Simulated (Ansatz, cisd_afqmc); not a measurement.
Species: P, charge 0, quartet.

Total energies in aug-cc-pVQZ-DK, 5 correlated electrons, 5 frozen orbitals. Radicals and triplets start from unrestricted determinants; spin-orbit coupling is neglected. The -DK rows use spin-free X2C. AFQMC/CISD: phaseless, guided by CISD from CCSD amplitudes; bars are statistical, one sigma. Outlying blocks are dropped, and bars are widened where a walk drifts. Over all cases where full CI ran beside it in this data, AFQMC minus full CI had a median of +0.1 mEh and passed +0.4 mEh in a tenth of the cases.

```csv
method,program,energy (Eh),minus CCSDT(Q) (mEh)
HF,Ansatz,-341.53442,110.33
MP2,Ansatz,-341.62378,20.98
CCSD,Ansatz,-341.63929,5.47
CCSD(T),Ansatz,-341.64386,0.89
CCSDT(Q),Ansatz,-341.64476,0.00
AFQMC/CISD,cisd_afqmc,-341.6445 ± 0.0002,0.2 ± 0.2
```

Ansatz is a program for electronic structure.
